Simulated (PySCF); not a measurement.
Electron correlation in S²⁺ (sulfur, charge +2)

[Ne] 3s2 3p2, high-spin 3P determinant. Computed with PySCF 2.14 in x2c-QZVPPall with one added diffuse shell each of s, p, d, f type (10s7p5d3f1g, 86 functions), with the spin-free X2C one-electron Hamiltonian (Gaussian nucleus). Frozen: 1s2; 12 electrons correlated.

MP2 pair energies summed by pair of shells (mhartree):

| pair | energy | share (%) |
| --- | --- | --- |
| 2p-2p | -109.95 | 42.7 |
| 3s-3p | -46.00 | 17.8 |
| 2s-2p | -30.86 | 12.0 |
| 2p-3s | -20.14 | 7.8 |
| 3s-3s | -19.31 | 7.5 |
| 2p-3p | -13.43 | 5.2 |
| 3p-3p | -7.40 | 2.9 |
| 2s-2s | -6.05 | 2.3 |
| 2s-3s | -2.39 | 0.9 |
| 2s-3p | -2.25 | 0.9 |

Total MP2 correlation energy: -257.78 mhartree.

Same-spin part -69.28 and opposite-spin part -188.50 mhartree; SCS-MP2 scales them by 1/3 and 6/5 to -249.29 mhartree.

This basis was not built for core-valence correlation, so the inner-shell part is incomplete.
